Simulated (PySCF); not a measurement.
Si(H)2(OH)(iPr) (C3H10OSi), SMILES CC(C)[SiH2]O.

Geometry optimised at B3LYP-D3(BJ)/def2-SVP. The values are those of a single conformer.

Two levels are set side by side: TDA-PBE/def2-SVPD (PySCF) and TDA-B3LYP/def2-SVPD (PySCF). Vertical, same geometry. The lowest singlet is HOMO→LUMO 100 % with PBE and HOMO→LUMO 98 % with the other functional; states are paired by order. Differences are taken from unrounded values.

```json
[
 {"quantity": "lowest singlet excitation (eV)", "TDA-B3LYP": "6.45"},
 {"quantity": "lowest triplet excitation (TDA) (eV)", "TDA-B3LYP": "6.24"}
]
```

### Question
What does TDA-PBE give, and how far is it from TDA-B3LYP? (An estimate is asked for; the answer gives what the named calculation found.)

### Answer

```tsv
quantity	TDA-PBE	TDA-PBE minus TDA-B3LYP
lowest singlet excitation (eV)	5.88	-0.57
lowest triplet excitation (TDA) (eV)	5.69	-0.55
```

A lower first singlet is the usual sign of a functional without exact exchange. Differences between two approximate levels are no errors against the true value.

Rough cost on one machine, each run with all the roots and properties that it gave: TDA-B3LYP against TDA-PBE about 3 times.
